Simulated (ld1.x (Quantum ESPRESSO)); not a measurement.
# Reading a pseudo-wave (nickel (Ni))

Columns: radius, all-electron u(r) and pseudo u(r) of the 4s shell (level -13.51 eV) of nickel in the configuration [Ne] 3s2 3p6 3d8 4s1 4p0; LDA (PZ), scalar-relativistic, ultrasoft scheme, ld1.x (Quantum ESPRESSO) 7.5.

| r (bohr) | all-electron | pseudo |
| --- | --- | --- |
| 0.108 | -0.1201 | -0.0450 |
| 0.215 | -0.1505 | -0.0897 |
| 0.322 | 0.0631 | -0.1346 |
| 0.430 | 0.2450 | -0.1802 |
| 0.538 | 0.3125 | -0.2260 |
| 0.645 | 0.2819 | -0.2717 |
| 0.752 | 0.1907 | -0.3172 |
| 0.860 | 0.0689 | -0.3630 |
| 0.968 | -0.0613 | -0.4080 |
| 1.075 | -0.1858 | -0.4515 |
| 1.182 | -0.2989 | -0.4933 |
| 1.290 | -0.3983 | -0.5332 |
| 1.398 | -0.4816 | -0.5702 |
| 1.505 | -0.5487 | -0.6032 |
| 1.612 | -0.6014 | -0.6321 |
| 1.720 | -0.6413 | -0.6564 |
| 1.828 | -0.6692 | -0.6754 |
| 1.935 | -0.6867 | -0.6885 |
| 2.042 | -0.6953 | -0.6955 |
| 2.150 | -0.6964 | -0.6964 |
| 2.258 | -0.6910 | -0.6910 |
| 2.365 | -0.6804 | -0.6804 |
| 2.472 | -0.6656 | -0.6656 |
| 2.580 | -0.6471 | -0.6471 |
| 2.688 | -0.6259 | -0.6259 |
| 2.795 | -0.6028 | -0.6028 |

(1) How many radial nodes do the two functions have?

(2) At about which radius was the pseudo-wave matched?

(3) Where does each function peak?

(4) Is the pseudo-wave norm-conserving?

## Answers

(1) The all-electron 4s function has n − l − 1 = 3 (the table is too coarse to show those close to the nucleus); the pseudo-wave has 0, since the states of the same l below it are removed with the core.

(2) 2.15 bohr. The columns agree to 0.0005 from 2.04 bohr on; several derivatives are matched, so the curves merge somewhat inside the radius.

(3) Outermost all-electron maximum near 2.15 bohr, pseudo maximum near 2.15 bohr (to the table’s step).

(4) No, it belongs to an ultrasoft set: the norm inside the radius is not constrained, and the difference is carried by the augmentation charge.
